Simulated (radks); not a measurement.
The numbers below are computed, except where a source is named.
Q: The mean radii <r> (bohr) of the occupied orbitals of an atom or ion are listed with their occupations. Level of theory: scalar-relativistic Kohn-Sham, LDA (Slater exchange, Perdew-Wang correlation), spin-polarised, spherical densities, point nucleus (a radial shooting solver on a logarithmic mesh with Libxc functionals).

| orbital | occ. | <r> |
|---|---|---|
| 1s up | 1 | 0.02908 |
| 1s down | 1 | 0.02908 |
| 2s up | 1 | 0.1256 |
| 2s down | 1 | 0.1256 |
| 2p up | 3 | 0.1096 |
| 2p down | 3 | 0.1096 |
| 3s up | 1 | 0.3399 |
| 3s down | 1 | 0.3399 |
| 3p up | 3 | 0.3381 |
| 3p down | 3 | 0.3381 |
| 3d up | 5 | 0.3148 |
| 3d down | 5 | 0.3148 |
| 4s up | 1 | 0.8184 |
| 4s down | 1 | 0.8179 |
| 4p up | 3 | 0.8858 |
| 4p down | 3 | 0.8844 |
| 4d up | 5 | 1.094 |
| 4d down | 5 | 1.084 |
| 5s up | 1 | 2.188 |
| 5p up | 1 | 2.602 |

Name the element and its charge. Open shells, if any, are filled with parallel spins first.

A: Z = 50, tin, charge +2: Sn2+ in [Kr] 4d10 5s1 5p1. The 1s radius gives Z: for a bare nucleus <r> = (2 gamma + 1)/(2Z) with gamma = sqrt(1 - (Z/c)^2), 0.02862 bohr for Z = 50, and screening makes it slightly larger (0.02908 here). The occupations add up to 48, and the charge is Z minus that.
